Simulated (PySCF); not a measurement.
Delta-SCF ions had no search for a lower state. Excitations are Tamm–Dancoff values on a coarser integration grid. The basis has no diffuse functions, so Rydberg states are missing or too high.

C$_{2}$H$_{4}$O$_{2}$S, SMILES `CC(=O)OS` (O–C–O–S torsion -1°, C–O–S–H torsion 1°) (charge 0, multiplicity 1)

Method: PBE-D3(BJ)/def2-TZVP // B3LYP-D3(BJ)/def2-TZVP (PySCF 2.14.0).

| Item | Value |
|---|---|
| HOMO | -5.80 eV |
| dipole moment | 1.49 D |
| HOMO–LUMO gap | 3.57 eV |
| LUMO | -2.23 eV |
| S1 excitation (TDA) | 3.97 eV |
| S1 oscillator strength | 0.000 |
| brightest of the four lowest singlets (TDA) | 5.35 eV |
| T1 excitation (TDA) | 3.08 eV |
| S1–T1 gap (TDA) | 0.89 eV |
| vertical ionisation energy (Delta-SCF) | 9.26 eV |
| total energy | -626.9382 Ha |
| cost | about 2.3 core-minutes (a rough figure) |

```xyz
9

C     -1.3716    -0.0592     0.1237
C      0.1111     0.1836     0.1499
O      0.6646     1.0922     0.7101
O      0.7604    -0.7588    -0.5776
S      2.4518    -0.6512    -0.7397
H     -1.5990    -1.1205     0.0551
H     -1.8185     0.3764     1.0138
H     -1.7882     0.4379    -0.7548
H      2.5857     0.4593     0.0156
```
Charge 0, spin multiplicity 1.
